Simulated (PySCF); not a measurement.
AlCl2H3O2Si. Atoms are numbered in the order given.

```xyz
9

Si    -0.8388    -0.4551    -0.1521
Cl    -1.5110    -0.0784     1.7939
Cl    -1.5289     1.0796    -1.4025
Al     1.5842    -0.3213    -0.1392
O      2.4405    -1.7519     0.1719
O      2.4213     1.1358    -0.3927
H     -1.5129    -1.7016    -0.6012
H      3.3953    -1.8414     0.2483
H      2.0499     1.9989    -0.5953
```

Coordinates come from a B3LYP-D3(BJ)/def2-SVP optimisation. The structure was generated by enumeration; whether it is a known compound was not checked. Other conformers were not sampled.

Vertical ionisation energy (IE) and electron affinity (EA) in eV. Rows of orbital energies are one-electron estimates. Where ΔSCF, EOM or ADC give a negative EA the extra electron is unbound and the value depends on the basis.

| level | IE | EA |
|---|---|---|
| −ε(HOMO), −ε(LUMO), CAM-B3LYP/def2-TZVP (PySCF) | (withheld) | (withheld) |
| −ε(HOMO), −ε(LUMO), PBE/def2-TZVP (PySCF) | 6.76 | 2.18 |

**Question.** Complete the blanks. (Estimate from the structure and the level; the computed values follow.)

**Answer.** 
- −ε(HOMO), −ε(LUMO), CAM-B3LYP/def2-TZVP (PySCF), IE: 9.29
- −ε(HOMO), −ε(LUMO), CAM-B3LYP/def2-TZVP (PySCF), EA: 0.39
